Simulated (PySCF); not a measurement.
Constitutional and geometric isomers with formula C2H6BN. Isolated molecules, 0 K electronic values unless said otherwise. One relaxed conformer stands for each flexible species; it need not be the lowest. Strings in code marks are SMILES.

The four lowest singlet excitations (Tamm–Dancoff). Level of theory: PySCF with B3LYP-D3(BJ)/def2-TZVP. B3LYP has the VWN-RPA correlation part, as in Gaussian. Excitations are Tamm–Dancoff values on a coarser integration grid. The basis has no diffuse functions, so Rydberg states are missing or too high.

```csv
state,energy (eV),wavelength (nm),oscillator strength
S1,4.66,266,0.000
S2,6.70,185,0.064
S3,7.11,174,0.001
S4,7.37,168,0.000
```

Q: Say which member gives these states.
A) `C=NBC`
B) `B/C=C\N`
C) `[H]/B=C(\C)N`
D) `[H]/N=C(\B)C`

A: A, `C=NBC`
